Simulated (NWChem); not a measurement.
System: H$_{2}$BO$_{3}$, doublet; SMILES OB(O)[O]

```xyz
6

O      0.1281     0.0000    -1.3869
B      0.0027     0.0000    -0.0294
O     -0.1453    -1.2320     0.5783
O      0.0369     1.2320     0.5951
H      0.2515    -1.2608     1.4672
H     -0.5162     1.2609     1.3962
```
Atoms are numbered in this order, from 1.

Computed with NWChem. Spin-unrestricted. Structure relaxed at the PBE-D3(BJ)/def2-SVP, spin-unrestricted level. No stability test was run on the SCF state. B3LYP is NWChem's, with the RPA form of VWN correlation. Fermi-contact couplings, non-relativistic, static geometry.

Question: Estimate the computed values for B3LYP/IGLO-III. Quantities: A(iso) 11B atom 2 (MHz); A(iso) 17O atom 4 (MHz); A(iso) 1H atom 6 (MHz); <S²>.

Answer: A(iso) 11B atom 2 (MHz): -31.0
A(iso) 17O atom 4 (MHz): -25.4
A(iso) 1H atom 6 (MHz): 9.7
<S²>: 0.753
